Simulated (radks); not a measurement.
Species: Yb4+. Configuration: [Xe] 4f11.75 6s0.25 (fractional occupations, a model configuration).

Method: scalar-relativistic Kohn-Sham, PBE, spin-unpolarised, spherical densities, finite nucleus; Fermi nuclear charge, rms radius 5.3108 fm; computed with a radial shooting solver on a logarithmic mesh with Libxc functionals.

Energy parts (eV):
part                      energy
total                 -382443.78
kinetic                416688.35
electron-nucleus      -937525.57
Hartree                146301.33
exchange-correlation    -7907.88

Orbitals (lengths in bohr, moments of r in powers of bohr; <r^-3> diverges for s and p1/2; r(90%) holds 90 % of the orbital's charge):
orbital,occ.,eigenvalue (eV),<r^-3>,<r>,r(90%),<r^2>
1s,2,-61285.38,-,0.01966,0.0357,0.0005300
2s,2,-10433.43,-,0.08335,0.129,0.008212
2p,6,-9203.698,15970,0.07415,0.121,0.006715
3s,2,-2399.423,-,0.2168,0.318,0.05370
3p,6,-2028.602,3483,0.2163,0.323,0.05421
3d,10,-1576.659,457.7,0.1961,0.305,0.04511
4s,2,-520.2398,-,0.4869,0.699,0.2676
4p,6,-398.1481,795.9,0.5165,0.751,0.3034
4d,10,-237.2793,88.64,0.5558,0.834,0.3583
4f,11.75,-60.1307,13.88,0.6897,1.16,0.6029
5s,2,-105.5205,-,1.157,1.66,1.501
5p,6,-75.3267,115.9,1.333,1.93,2.002
5d,0,-39.6781,7.608,1.817,2.71,3.775
6s,0.25,-35.1937,-,2.648,3.73,7.788
6p,0,-27.6960,22.84,3.091,4.36,10.63

The highest occupied level is 6s at -35.194 eV. The configuration is held as typed, so some empty levels lie below it. The density falls to 0.001 e/bohr^3 at r = 3.19 bohr.
